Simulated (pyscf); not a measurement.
# HO–SiH₂–AsH₂ (SMILES O[SiH2][AsH2]), singlet

Gas-phase minimum from PySCF at ωB97X-D3(BJ)/def2-SVP, one conformer. 

SMILES: [SiH2]([AsH2])O
```xyz
8

O      0.4450     0.8454     0.8246
Si    -0.0564    -0.6648     0.3149
As    -1.1279    -1.6230     2.1610
H      0.8585     1.4160     0.1687
H      1.0967    -1.5402    -0.0583
H     -0.9463    -0.5542    -0.8809
H     -1.5678    -2.8173     1.3267
H     -2.4200    -0.8673     1.9015
```
Charge 0, spin multiplicity 1.

Bonded distances (Å): O1–Si2 1.671, O1–H4 0.963, Si2–As3 2.340, Si2–H5 1.495, Si2–H6 1.495, As3–H7 1.522, As3–H8 1.519. Angles (°): Si2–O1–H4 117.2, O1–Si2–As3 105.5, O1–Si2–H5 112.0, O1–Si2–H6 110.8, As3–Si2–H5 108.1, As3–Si2–H6 112.9, H5–Si2–H6 107.6, Si2–As3–H7 91.2, Si2–As3–H8 92.9, H7–As3–H8 92.9.

Properties at ωB97X-D3(BJ)/def2-SVP:

- Harmonic wavenumbers, unscaled = 113, 171, 189, 389, 460, 626, 700, 738, 787, 865, 946, 995, 1013, 2226, 2231, 2256, 2271, 3930 cm⁻¹
- Zero-point energy = 29.9 kcal/mol
- Rotational symmetry number = 1
- Entropy of this conformer at 298 K and 1 atm, rigid rotor and harmonic oscillator, modes under 100 cm⁻¹ raised to 100 = 324.3 J/(mol K)
- Dipole moment = 1.82 D

Single-point totals, which compare only within one level (frozen core for MP2 and CC):

```json
[
 {"level": "ωB97X-D3(BJ)/def2-TZVP", "total energy (hartree)": "-2603.67311"},
 {"level": "PBE/def2-TZVP", "total energy (hartree)": "-2603.10909"},
 {"level": "r²SCAN/def2-TZVP", "total energy (hartree)": "-2603.61092"},
 {"level": "B3LYP-D3(BJ)/def2-TZVP", "total energy (hartree)": "-2603.76478"},
 {"level": "PBE0-D3(BJ)/def2-TZVP", "total energy (hartree)": "-2603.21199"},
 {"level": "M06-2X/def2-TZVP", "total energy (hartree)": "-2603.63643"},
 {"level": "ωB97M-D3(BJ)/def2-TZVP", "total energy (hartree)": "-2603.75602"},
 {"level": "HF/def2-TZVPP", "total energy (hartree)": "-2601.00010"},
 {"level": "MP2/def2-TZVPP", "total energy (hartree)": "-2601.64411"},
 {"level": "CCSD/def2-TZVPP", "total energy (hartree)": "-2601.67409"},
 {"level": "CCSD(T)/def2-TZVPP", "total energy (hartree)": "-2601.69783"}
]
```

Soft torsions are taken as harmonic, which can shift the entropy by several J/(mol K). The CCSD(T) − MP2 part came from Ansatz, without density fitting, on the same reference. The frozen core leaves the outer d or s,p core shells of the metals and heavy elements correlated in the MP2 and CC values, and def2-TZVPP describes them poorly, so these totals are far from the basis limit. Elements up to Kr have no core potential and no relativistic terms here.
